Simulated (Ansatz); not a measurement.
Molecule: C$_{2}$HClF$_{2}$ (charge 0, singlet). SMILES: FC(F)=CCl
Structure (B3LYP-D3(BJ)/def2-TZVP (Ansatz, a quantum-chemistry and plane-wave program) minimum search):
```xyz
6

C      0.4934    -0.5969     0.0116
C     -0.7993    -0.3316     0.0744
F     -1.7238    -1.2674     0.2000
F     -1.3440     0.8633     0.0232
Cl     1.6824     0.6366    -0.1521
H      0.8441    -1.6141     0.0623
```

Quantity: vertical triplet-singlet gap, E(triplet) - E(singlet), in eV. Terms: frozen cores in correlated levels; non-relativistic; 6-31G* and kin with 6d, 5d where marked; each state is the SCF solution reached for its charge and spin; 6-311+G** with 5d, 6d on Na to Ar in Ansatz; open shells spin-unrestricted; spin-orbit terms left out; dispersion terms only where a functional's name holds one. Basis-set limits of correlation are two-point, X^-3; Hartree-Fock from the larger set. [CCSD(T)-MP2]/basis is that difference in the basis named. Ab initio and DFT rows: single points at B3LYP-D3(BJ) geometries (Ansatz). Levels can end on unlike triplets.

Coupled cluster (Ansatz) is a level with limits of its own, used here on species with T1 under 0.025 (0.045 for open shells) and stable references: RI-MP2/CBS(aug-cc-pV(T+d)Z,aug-cc-pV(Q+d)Z)+[CCSD(T)-MP2]/aug-cc-pV(T+d)Z.

Value to compare with, RI-MP2/CBS(aug-cc-pV(T+d)Z,aug-cc-pV(Q+d)Z)+[CCSD(T)-MP2]/aug-cc-pV(T+d)Z (Ansatz): 4.76 eV.

```tsv
level	program	vertical triplet-singlet gap, E(triplet) - E(singlet) (eV)	difference
B3LYP/STO-3G	Ansatz	4.70	-0.06
B3LYP/3-21G	Ansatz	4.67	-0.09
B3LYP/6-31G*	Ansatz	4.58	-0.18
B3LYP/6-311+G**	Ansatz	4.46	-0.30
B3LYP/def2-TZVPD	Ansatz	4.43	-0.33
```

Among the 4 habitual levels, B3LYP/6-311+G** lies farthest from RI-MP2/CBS(aug-cc-pV(T+d)Z,aug-cc-pV(Q+d)Z)+[CCSD(T)-MP2]/aug-cc-pV(T+d)Z (Ansatz) (-0.30 eV); 0 of 4 lie above it, and their mean absolute difference is 0.16 eV, the median 0.14. One case shows no general order.

The sets are all those run for this method; left out are runs that failed, that the program found above a lower state of the same kind, or whose <S^2> lies over 0.5 above the pure value.
